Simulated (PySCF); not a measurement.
**Dipole response of Tc²⁺ (technetium, charge +2)**

[Kr] 4d5, high-spin 6S determinant. Computed with PySCF 2.14 in aug-cc-pVTZ-DK, with scalar relativity by spin-free X2C-1e. Coupled (time-dependent) response in atomic units; α is the mean over directions.

```tsv
method	mean α (bohr³)	C₆ (like pair)	S(−4)
B97-3	8.830	47.42	25.00
```

S(−4) is the Cauchy moment in α(ω) = α(0) + S(−4) ω² + …

α(iu) at B97-3:

| u (hartree) | α(iu) (bohr³) |
| --- | --- |
| 0 | 8.830 |
| 0.0500 | 8.769 |
| 0.100 | 8.592 |
| 0.200 | 7.996 |
| 0.300 | 7.259 |
| 0.500 | 5.879 |
| 0.750 | 4.580 |
| 1.00 | 3.651 |
| 1.50 | 2.449 |
| 2.00 | 1.734 |
| 3.00 | 0.9785 |
| 5.00 | 0.4255 |

A single London oscillator, α(iu) = α/(1 + u²/ω²), gives C₆ = (3/4) ω α². Matching the computed C₆ needs ω = 4 × 47.42 / (3 × 8.830²) = 0.811 hartree.

For an ion, C₆ is the dispersion term alone; charge-induced terms of lower order in 1/R come first.
